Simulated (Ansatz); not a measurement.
Saddle point of SiH2Cl2O, closed shell (SiCl₂ + H₂O → SiH₂Cl₂O ([OH][SiH]([Cl])[Cl]); bonds formed: Si1–H4; dative contacts that become bonds: Si1–O5; bonds broken: H4–O5), PBE0-D4/def2-TZVP structure:

```
6
angstrom
Si 0.0993 -0.7764 0.0539
Cl 1.7598 -1.0921 -1.1183
Cl -1.5046 -0.7324 -1.2570
H -0.0390 0.0795 1.4368
O 0.2189 0.9792 0.5614
H -0.5344 1.5421 0.3234
```

Energies are electronic, without zero-point energy. Barriers and step energies count from the start structure reached by relaxing down the imaginary mode; all methods use the PBE0-D4 structures, on which another method's saddle can fall below an end. Program: Ansatz 0.2.0. Basis: def2-TZVPP, with def2-QZVPP for the basis limit. Cores are frozen in the correlated methods. B3LYP uses VWN-RPA correlation. Extrapolation: Hartree–Fock as exp(−7.88 √X), correlation as X^−2.97.

```json
{"method": "SPW92", "barrier (eV)": "1.026", "step energy (eV)": "-1.809"}
{"method": "PBE-D4", "barrier (eV)": "1.152", "step energy (eV)": "-1.798"}
{"method": "BLYP-D4", "barrier (eV)": "1.265", "step energy (eV)": "-1.792"}
{"method": "r2SCAN-D4", "barrier (eV)": "1.134", "step energy (eV)": "-2.157"}
{"method": "B97M-V", "barrier (eV)": "1.280", "step energy (eV)": "-2.089"}
{"method": "PBE0-D4", "barrier (eV)": "1.313", "step energy (eV)": "-2.010"}
{"method": "B3LYP-D4", "barrier (eV)": "1.381", "step energy (eV)": "-1.975"}
{"method": "r2SCAN0-D4", "barrier (eV)": "?", "step energy (eV)": "-2.226"}
{"method": "BHLYP-D4", "barrier (eV)": "1.577", "step energy (eV)": "-2.201"}
{"method": "CAM-B3LYP-D4", "barrier (eV)": "1.406", "step energy (eV)": "-2.110"}
{"method": "wB97X-V", "barrier (eV)": "1.392", "step energy (eV)": "-2.175"}
{"method": "wB97M-V", "barrier (eV)": "1.483", "step energy (eV)": "-1.952"}
{"method": "B2PLYP", "barrier (eV)": "?", "step energy (eV)": "-2.105"}
{"method": "PBE-QIDH", "barrier (eV)": "?", "step energy (eV)": "-2.227"}
{"method": "RPA on PBE", "barrier (eV)": "1.371", "step energy (eV)": "-2.046"}
{"method": "HF", "barrier (eV)": "1.921", "step energy (eV)": "-2.473"}
{"method": "MP2", "barrier (eV)": "1.322", "step energy (eV)": "-2.242"}
{"method": "CCSD", "barrier (eV)": "1.513", "step energy (eV)": "-2.189"}
{"method": "CCSD(T)", "barrier (eV)": "1.405", "step energy (eV)": "-2.132"}
```

Fill in the withheld barriers. (An estimate is asked for; the value comes from the calculation.)

The calculation gives: B2PLYP 1.362; PBE-QIDH 1.373; r2SCAN0-D4 1.302 eV. Each is the energy of the saddle less that of the start structure, by the same method.

For comparison, the barrier by CCSD(T) at an estimated basis limit (MP2 extrapolated from triple and quadruple zeta, plus CCSD(T) − MP2 in triple zeta) is 1.389 eV.

T1 diagnostic: at most 0.014. The restricted Hartree–Fock reference is unstable towards an unrestricted one at one or more of these structures.

Losses and insertions of silylenes and their heavier kin drive the gas-phase chemistry of silicon and germanium vapour deposition.

Labels in which every atom is bracketed show which atoms are joined, not bond orders.

For scale, one of the runs: CCSD(T)/def2-TZVPP, 185 basis functions, launched by `ansatz run in.yaml --threads 2 --pin off --events-out ev --progress --plain --max-ram 4352MiB`. The run took 41 s on 2 CPU threads of an Arm Neoverse V2 (shared host), with 1.7 GiB of host memory at its peak.
